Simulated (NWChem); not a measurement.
**Correlation energy of Cl2Te**

```
Te
Cl 1 2.3598
Cl 1 2.3598 2 100.18
```
Charge 0, spin multiplicity 1.

Program: NWChem. Structure: optimised with PBE0/def2-SVP with def2 effective core potentials on Te, a minimum by its harmonic frequencies.

Basis set: def2-SVP. Each correlation energy counts from its own Hartree-Fock reference.

Effective core potentials replace the inner electrons of Te; spin-orbit coupling is left out. The correlated methods keep 14 core orbitals frozen. The structure started from a generated list of species. Coupled-cluster values serve here as a point of comparison, not as the truth.

Q: Order these methods by the correlation energy they give, lowest first: CR-CCSD(T), CCSD(T), SCS-MP2, MP2.

A: CCSD(T) (-418.2 mHa), CR-CCSD(T) (-415.8 mHa), MP2 (-374.8 mHa), SCS-MP2 (-361.4 mHa)
